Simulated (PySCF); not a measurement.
Sn(F)(Cl)2(OMe) (CH3Cl2FOSn), SMILES [Cl][Sn]([F])([O]C)[Cl]. Atoms are numbered in the order given.

```xyz
9

C     -2.8535     0.1728    -0.0944
O     -1.6506     0.9134    -0.2538
Sn     0.0859    -0.0041    -0.1609
F      0.3303    -1.0698    -1.7544
Cl     1.7855     1.5767    -0.0818
Cl     0.1347    -1.4876     1.6456
H     -3.0622    -0.4724    -0.9665
H     -2.8481    -0.4544     0.8153
H     -3.6730     0.9032    -0.0013
```
Charge 0, spin multiplicity 1.

The structure is a stationary point at B3LYP-D3(BJ)/def2-SVP. The structure was generated by enumeration; whether it is a known compound was not checked. The def2 effective core potentials stand for the cores of Sn; spin–orbit coupling is left out. Other conformers were not sampled.

Vertical ionisation energy (IE) and electron affinity (EA) in eV. Rows of orbital energies are one-electron estimates. Where ΔSCF, EOM or ADC give a negative EA the extra electron is unbound and the value depends on the basis.

```
level                                               IE    EA
-----------------------------------------------  -----  ----
−ε(HOMO), −ε(LUMO), CAM-B3LYP/def2-TZVP (PySCF)  10.32  2.22
−ε(HOMO), −ε(LUMO), PBE/def2-TZVP (PySCF)            …     …
```

Fill in the missing entries. (An estimate is asked for; the answer gives what the named calculation found.)


- −ε(HOMO), −ε(LUMO), PBE/def2-TZVP (PySCF), IE: 7.22
- −ε(HOMO), −ε(LUMO), PBE/def2-TZVP (PySCF), EA: 4.11
